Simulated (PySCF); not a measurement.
**How methods differ on the excitation energy of Ta**

Ta [Xe] 4f14 5d3 6s2 (4F) → Ta [Xe] 4f14 5d3 6s1 6p1 (high-spin determinant), as a difference of total energies. Calculation: PySCF 2.14, in x2c-TZVPPall (11s7p7d3f1g, 97 functions); scalar relativity by spin-free X2C-1e. Correlated levels: valence: [Xe] 4f14 frozen. The calculations carry no spin-orbit coupling.

```csv
method,excitation energy (cm⁻¹)
UHF,9185.4
LDA,23181
PBE,21041
PBE0,19154
r2SCAN,17961
PW91,21022
B2PLYP,21957
revPBE,20268
MP2 (valence),17135
SCS-MP2 (valence),19884
```

A first-order spin-orbit estimate (lowest level to lowest level, LS coupling) adds -0.186 eV.

The basis was made for the ground configuration and has no added diffuse functions, so the excitation energy can come out too high.

The determinant of the upper state mixes LS terms, which raises its energy above the lowest term, most at the Hartree-Fock and MP2 levels.
